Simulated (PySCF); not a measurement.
Isomers of [C7H6ClO2]- (charge -1). Level of theory: PySCF 2.14.0, PBE0-D3(BJ)/def2-SVP geometry optimisation, gas phase. One conformer each; no zero-point energy, no entropy. No frequencies were run at this level. Point groups hold within 0.08 Å.

Question: Order them by energy at this level, lowest first, and give relative energies in kcal/mol.
A. `[O:1]=[CH:2]\[CH:3]=[CH:4]/[CH:5]=[CH:6]\[CH:7]=[C:8](/[O-:9])[Cl:10]` (charge -1) with O1–C2–C3–C4 180°, C3–C4–C5–C6 180°, C5–C6–C7–C8 180°
B. `[O:1]=[CH:2]/[CH:3]=[CH:4]/[CH:5]=[CH:6]/[C:7]([Cl:8])=[CH:9]\[O-:10]` (charge -1) with O1–C2–C3–C4 180°, C3–C4–C5–C6 180°, C5–C6–C7–Cl8 0°

Answer: A (0.0), B (8.2).

| SMILES | E (Eh) | E rel (kcal/mol) | dipole about centre of mass (D) | point group | A, B, C (MHz) |
| --- | --- | --- | --- | --- | --- |
| O=C\C=C/C=C\C=C(/[O-])Cl | -879.97367 | 0.0 | 1.90 | Cs | 4169, 307.6, 286.5 |
| O=C/C=C/C=C/C(Cl)=C\[O-] | -879.96054 | 8.2 | 3.80 | Cs | 2490, 364.7, 318.1 |
